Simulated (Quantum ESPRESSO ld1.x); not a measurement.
The numbers below are computed, except where a source is named.
Q: Species: the iridium ion Ir4+. Configuration: [Xe] 4f14 5d5. Level of theory: Dirac Kohn-Sham, PBE, spin-unpolarised, spherical densities, point nucleus; open shells fill j = l - 1/2 first (ld1.x of Quantum ESPRESSO 7.5). Some entries of the table are withheld. Estimate them.

orbital  occ.  eigenvalue (eV)  <r> (bohr)
1s1/2       2              (1)     0.01743
2s1/2       2         -13335.3     0.07295
2p1/2       2              (2)         (3)
2p3/2       4              (4)         (5)
3s1/2       2         -3154.63      0.1899
3p1/2       2         -2903.76      0.1801
3p3/2       4         -2547.32      0.1954
3d3/2       4         -2129.23      0.1705
3d5/2       6         -2052.21      0.1752
4s1/2       2         -709.761      0.4231
4p1/2       2         -603.961         (6)
4p3/2       4         -519.656         (7)
4d3/2       4         -346.438      0.4718
4d5/2       6         -330.790      0.4831
5s1/2       2         -143.996      0.9734
5p1/2       2         -110.521       1.053
4f5/2       6         -110.483      0.5304
4f7/2       8         -107.358      0.5380
5p3/2       4         -96.5699       1.144
5d3/2       4         -51.0779       1.464
5d5/2       1         -49.4986       1.502

A: 
(1) 1s1/2 eigenvalue (eV): -76068.2
(2) 2p1/2 eigenvalue (eV): -12774.5
(3) 2p1/2 <r> (bohr): 0.06017
(4) 2p3/2 eigenvalue (eV): -11146.7
(5) 2p3/2 <r> (bohr): 0.06848
(6) 4p1/2 <r> (bohr): 0.4266
(7) 4p3/2 <r> (bohr): 0.4603
